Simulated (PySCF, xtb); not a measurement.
ClCuH₂O, SMILES [OH2]->[Cu][Cl], multiplicity 1.

Harmonic wavenumbers (cm⁻¹) from GFN2-xTB run with xtb 6.7.1 at its own minimum, in rising order: 103, 104, 247, 415, 539, 576, 1435, 3477, 3484.

Problem. What does PBE-D3(BJ)/def2-TZVP (PySCF) give at its own minimum? (An estimate is asked for; the answer gives what the named calculation found.)

Solution. 113, 115, 338, 445, 462, 590, 1574, 3641, 3731. Paired by order, the mean absolute difference is 87 cm⁻¹ and the zero-point energies are 14.8 and 15.7 kcal/mol.
